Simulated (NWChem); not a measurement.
System: ZrOClF; SMILES [O]=[Zr]([F])[Cl]

```xyz
4

Zr     0.0616    -0.3236     0.1577
O      1.6182    -0.9251    -0.2993
F     -1.3299    -1.5902    -0.2434
Cl    -0.2024     2.0386    -0.1013
```
Atoms are numbered in this order, from 1.

Structure relaxed at the PBE0/def2-SVP level. def2 effective core potentials on Zr; no spin-orbit coupling.

Task: List the 6 lowest vertical singlet excitations from PBE/def2-SVPD with def2 effective core potentials on Zr, TDA (NWChem).

Result: 
```tsv
state	energy (eV)	oscillator strength	leading excitation (squared amplitude)
S1	3.42	0.002	HOMO → LUMO (0.98)
S2	3.67	0.002	HOMO−1 → LUMO (0.98)
S3	4.03	0.016	HOMO−2 → LUMO (0.99)
S4	4.28	0.003	HOMO−3 → LUMO (0.96)
S5	4.38	0.004	HOMO−4 → LUMO (0.98)
S6	4.56	0.006	HOMO → LUMO+1 (0.95)
```
